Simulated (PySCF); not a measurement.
SMILES O[Si](O)(O)N[Si](F)(F)F (H₄F₃NO₃Si₂) (PBE0/def2-SVP optimised geometry):

```
13

Si    -0.161     0.031     0.000
F      1.450     0.031     0.000
F     -0.571     1.577     0.000
F     -0.661    -0.597     1.383
N     -0.769    -0.854    -1.300
Si    -0.213    -0.724    -2.941
O     -1.254    -0.021    -4.004
O      0.002    -2.272    -3.447
O      1.120     0.245    -2.884
H     -1.450    -1.577    -1.087
H     -1.243     0.940    -4.041
H     -0.026    -2.404    -4.400
H      1.793     0.049    -2.223
```

Computed with PBE0/def2-TZVP in PySCF.

Question: What are the frontier orbital energies and the dipole moment?

Answer: HOMO-2 -10.03 eV, HOMO-1 -9.59 eV, HOMO -8.88 eV, LUMO 0.11 eV, LUMO+1 1.13 eV; dipole moment 1.88 D.

On the same geometry PBE/def2-TZVP in PySCF gives HOMO-2 -8.23 eV, HOMO-1 -7.80 eV, HOMO -7.28 eV, LUMO -0.81 eV, LUMO+1 0.19 eV; dipole moment 1.84 D.

Meta-Löwdin charges at PBE0/def2-TZVP: Si1 1.71, F2 -0.50, F3 -0.49, F4 -0.49, N5 -0.86, Si6 1.54, O7 -0.76, O8 -0.76, O9 -0.76, H10 0.28, H11 0.37, H12 0.36, H13 0.37.
